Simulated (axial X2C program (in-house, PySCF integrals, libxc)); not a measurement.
**NbCl: from Re and ωe to a spectrum**

A bond curve at the CCSD(T) level, 2c, was computed with an axial X2C code built on PySCF integrals (basis Nb dyall-cv3z [11s12p9d5f3g], Cl dyall-av3z [9s8p3d2f] (cores contracted in-house)) for the state Ω = 1 (⟨Sz⟩ = 2.00, ⟨Lz⟩ = -1.00 at HF). Its fit gives Re = 2.3213 Å, ωe = 383.2 cm⁻¹, ωexe = 1.19 cm⁻¹ and αe = 5.252e-04 cm⁻¹; the masses are 92.9064 and 34.9689 u. Two-component means X2C with spin–orbit coupling and atomic mean-field Coulomb and Gaunt terms.

Correlated methods: 12 electrons correlated (number of frozen shells: Nb 4 s, 3 p, 1 d; Cl 2 s, 1 p), 292 virtual spin orbitals or spinors in MP2, 90 natural virtuals in coupled cluster.

(1) Find the reduced mass, Be and the force constant.

(2) Estimate the centrifugal constant by the Kratzer relation.

(3) A Morse curve ties αe to the other constants (Pekeris). How well does that hold?

(4) Where do the fundamental and the first overtone lie?

The state is a single determinant with fixed occupations, the lowest that a limited PBE0 search found. CCSD and (T) use frozen natural virtuals with an MP2 correction for the truncation; (T) itself is uncorrected, so its De runs slightly low. PBE0 can misorder states that lie within some tenths of an eV, so this need not be the ground state of the molecule. The nearest other 2c determinant of the search, Ω = 3, lies 0.07 eV up at the distance of the search. With several unpaired electrons one determinant need not be a pure state. The outer-core s and p shells of the metal are frozen in the correlated rows, which leaves out core–valence correlation; for alkali and alkaline-earth bonds that tends to lengthen them. Open-shell Ω = 0 determinants with evenly filled partner blocks cannot be reached by this program, so the Ω shown need not be the lowest component. With the outer-core shells frozen, correlated bond lengths of heavy atoms tend to come out a few hundredths of an ångström too long.

Answers

(1) From the CCSD(T) values: μ = 25.4063 u. Be = 16.8576/(μ Re²) = 0.1231 cm⁻¹. k = 5.8918×10⁻⁷ μ ωe² = 2.2 mdyn/Å.

(2) D = 4Be³/ωe² = 5.09e-08 cm⁻¹.

(3) αe(Morse) = 6Be²/ωe × (√(ωexe/Be) − 1) = 5.006e-04 cm⁻¹; the CCSD(T) curve gives 5.252e-04 cm⁻¹, a ratio of 0.95.

(4) ν(1←0) = ωe − 2ωexe = 380.8 cm⁻¹; ν(2←0) = 2ωe − 6ωexe = 759.3 cm⁻¹.
